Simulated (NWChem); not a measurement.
Molecule: C3H4F2Si; SMILES FC=C=C(F)[SiH3]

```xyz
10

F      0.3425     2.9062    -0.4241
C      0.0530     2.0028     0.5076
C     -0.2532     0.7582     0.2388
C     -0.4757    -0.5172     0.0257
F     -1.7233    -0.9852    -0.1665
Si     0.8687    -1.8479    -0.0498
H      0.0935     2.4145     1.5225
H      2.1860    -1.1957     0.1879
H      0.5924    -2.8750     0.9970
H      0.8347    -2.4987    -1.3918
```
Atoms are numbered in this order, from 1.

Computed with NWChem. Structure relaxed at the PBE0/def2-SVP level. Solvent water, SMD (1 M gas to 1 M solution), gas-phase geometry. Reactions with the solvent are ignored.

For level M06-2X/STO-3G:

* **solvation free energy (kcal/mol)**: 4.4
* **dipole in solution (D)**: 1.36

### Question
What are these values for level M06-2X/def2-TZVP?

### Answer
The solvation free energy (kcal/mol) comes out as 2.2 and the dipole in solution (D) comes out as 2.33.
